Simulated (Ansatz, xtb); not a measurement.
# A geometry optimisation of ClF2HSi2 with r2SCAN-D4/def2-SVP

The starting geometry of this gas-phase singlet has its atoms placed at random.

```xyz
6

Cl   -0.1912    0.9523    0.8848
F     0.4405   -1.3020   -1.3402
F    -0.9143   -0.1558   -0.5403
Si   -0.5330   -2.0260   -0.1723
Si    1.3650   -0.6642    1.2148
H     0.6103    1.8278   -0.1267
```

Task: One run relaxed it with r2SCAN-D4/def2-SVP. What is a likely outcome?

Result: It ends as a structure with F2 bridging Si5 and Si4, given below by its coordinates. Distances that change by over a tenth: Cl1–Si5 (2.27 → 2.67 Å), Cl1–H6 (1.56 → 1.29 Å), F2–Si4 (1.68 → 2.04 Å). Contacts that close: F2–Si5 (2.79 → 1.80 Å), F3–Si4 (1.94 → 1.67 Å), Si4–Si5 (2.72 → 2.44 Å).

The energy falls by 5.60 eV over 19 steps:

```
step  E − E(last) (eV)
   1             5.600
   3             1.364
   5             0.302
   7             0.124
   9             0.105
  11             0.081
  13             0.052
  15             0.010
  17             0.000
  19             0.000
```

Final geometry (Å):

```xyz
6

Cl   -0.0399    1.4140    0.3161
F     0.9274   -1.2807   -1.0728
F    -1.6293   -0.7134   -0.4517
Si   -0.7135   -2.0709   -0.1452
Si    1.2692   -0.8853    0.6450
H     0.9635    2.1684    0.6287
```

From the same start GFN2-xTB ends elsewhere, in pieces: F2Si2 + ClH.

From so rough a start the end depends on the optimiser's path, so another program may land elsewhere. The end wasn't checked by frequencies. Run with Ansatz 0.2.0, 2.9 min on 1 thread of AMD EPYC (Zen 3) (shared host).
